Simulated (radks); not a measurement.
Task: The mean radii <r> (bohr) of the occupied orbitals of an atom or ion are listed with their occupations. Method: scalar-relativistic Kohn-Sham, SCAN, spin-polarised, spherical densities, finite nucleus; meta-GGA in the generalised Kohn-Sham scheme; Fermi nuclear charge, rms radius of each element as measured or else 0.836 A^(1/3) + 0.57 fm; computed with a radial shooting solver on a logarithmic mesh with Libxc functionals.

orbital  occ.      <r>
1s up       1  0.02507
1s down     1  0.02507
2s up       1   0.1065
2s down     1   0.1064
2p up       3  0.09341
2p down     3  0.09329
3s up       1   0.2652
3s down     1   0.2657
3p up       3   0.2591
3p down     3   0.2598
3d up       2   0.2305

Name the element and its charge. Open shells, if any, are filled with parallel spins first.

Result: Z = 57, lanthanum, charge +37: La37+ in [Ar] 3d2. The 1s radius gives Z: for a bare nucleus <r> = (2 gamma + 1)/(2Z) with gamma = sqrt(1 - (Z/c)^2), 0.02473 bohr for Z = 57, and screening makes it slightly larger (0.02507 here). The occupations add up to 20, and the charge is Z minus that.
